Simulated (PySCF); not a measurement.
**How the method moves the proton affinities of trichlorogallium**

Structure: `[Cl][Ga]([Cl])[Cl]` (Cl3Ga). Non-hydrogen atoms are numbered in `[Cl:1][Ga:2]([Cl:3])[Cl:4]`.

All levels share the PBE0-D3(BJ)/def2-SVP structures and the PBE0-D3(BJ)/def2-SVP thermal terms; only the single-point energies (PySCF) change. Values are proton affinities (298 K, kJ/mol).

```jsonl
{"level": "PBE0-D3(BJ)/6-31G", "Cl1": "564", "time": "5.4 s"}
{"level": "PBE0-D3(BJ)/6-31G*", "Cl1": "613", "time": "7.2 s"}
{"level": "PBE0-D3(BJ)/def2-SV(P)", "Cl1": "616", "time": "6.8 s"}
{"level": "LDA/def2-TZVP", "Cl1": "617", "time": "26 s"}
{"level": "PBE0-D3(BJ)/pcseg-1", "Cl1": "623", "time": "6 s"}
{"level": "PBE0-D3(BJ)/ma-def2-SVP", "Cl1": "624", "time": "8.5 s"}
{"level": "M06-2X/def2-TZVP (grid 3)", "Cl1": "628", "time": "30 s"}
{"level": "HF/def2-TZVP", "Cl1": "630", "time": "7.4 s"}
{"level": "PBE0-D3(BJ)/def2-SVPD", "Cl1": "632", "time": "10 s"}
{"level": "PBE0-D3(BJ)/aug-pcseg-1", "Cl1": "633", "time": "11 s"}
{"level": "PBE0-D3(BJ)/cc-pVDZ", "Cl1": "634", "time": "6.7 s"}
{"level": "CAM-B3LYP-D3(BJ)/def2-TZVP", "Cl1": "634", "time": "20 s"}
{"level": "PBE0-D3(BJ)/aug-cc-pVDZ", "Cl1": "635", "time": "12 s"}
{"level": "BHandHLYP/def2-TZVP", "Cl1": "635", "time": "16 s"}
{"level": "ωB97M-D3(BJ)/def2-TZVP (grid 3)", "Cl1": "638", "time": "29 s"}
{"level": "LC-ωPBE/def2-TZVP", "Cl1": "639", "time": "32 s"}
{"level": "PBE0-D3(BJ)/def2-SVP", "Cl1": "639", "time": "6.7 s"}
{"level": "r2SCAN-D3(BJ)/def2-TZVP (grid 3)", "Cl1": "640", "time": "44 s"}
{"level": "M06/def2-TZVP (grid 3)", "Cl1": "642", "time": "30 s"}
{"level": "PBE0-D3(BJ)/pcseg-2", "Cl1": "642", "time": "16 s"}
{"level": "HSE06/def2-TZVP", "Cl1": "642", "time": "37 s"}
{"level": "PBE0-D3(BJ)/ma-def2-TZVP", "Cl1": "643", "time": "19 s"}
{"level": "PBE0-D3(BJ)/aug-cc-pVTZ", "Cl1": "644", "time": "30 s"}
{"level": "PBE0-D3(BJ)/cc-pVTZ", "Cl1": "644", "time": "16 s"}
{"level": "PBE0-D3(BJ)/def2-TZVP", "Cl1": "644", "time": "–"}
{"level": "PBE0-D3(BJ)/def2-TZVPD", "Cl1": "645", "time": "22 s"}
{"level": "ωB97X-D3(BJ)/def2-TZVP", "Cl1": "646", "time": "19 s"}
{"level": "PBE0-D3(BJ)/def2-TZVPP", "Cl1": "647", "time": "18 s"}
{"level": "B3LYP-D3(BJ)/def2-TZVP", "Cl1": "649", "time": "16 s"}
{"level": "M06-L/def2-TZVP (grid 3)", "Cl1": "651", "time": "45 s"}
{"level": "PBE-D3(BJ)/def2-TZVP", "Cl1": "653", "time": "30 s"}
{"level": "BP86-D3(BJ)/def2-TZVP", "Cl1": "653", "time": "30 s"}
{"level": "TPSSh-D3(BJ)/def2-TZVP (grid 3)", "Cl1": "653", "time": "29 s"}
{"level": "B97-2/def2-TZVP", "Cl1": "654", "time": "16 s"}
{"level": "TPSS-D3(BJ)/def2-TZVP (grid 3)", "Cl1": "657", "time": "42 s"}
{"level": "BLYP-D3(BJ)/def2-TZVP", "Cl1": "658", "time": "30 s"}
{"level": "OPBE/def2-TZVP", "Cl1": "670", "time": "29 s"}
```

Times are wall times for all single points of a level on 1 thread of Arm Neoverse N1, a shared host; the dash marks the run that also made the structures. BLYP, BP86, HSE06, LC-ωPBE, LDA, M06-L, OPBE, PBE, TPSS, r2SCAN ran on a slower path of this set-up, which computes the density-fitting integrals anew in every SCF cycle while the other levels store them. So the times needn't show the usual order of cost, and those levels read slower than they are.

Hartree-Fock leaves out electron correlation, so its proton affinities can be off by tens of kJ/mol.

The spread: 107 kJ/mol, from 564 to 670.

Caveats: atoms from Ga to Kr are treated without relativity.

Differences come from unrounded values, so a last digit can differ from that of the printed terms.
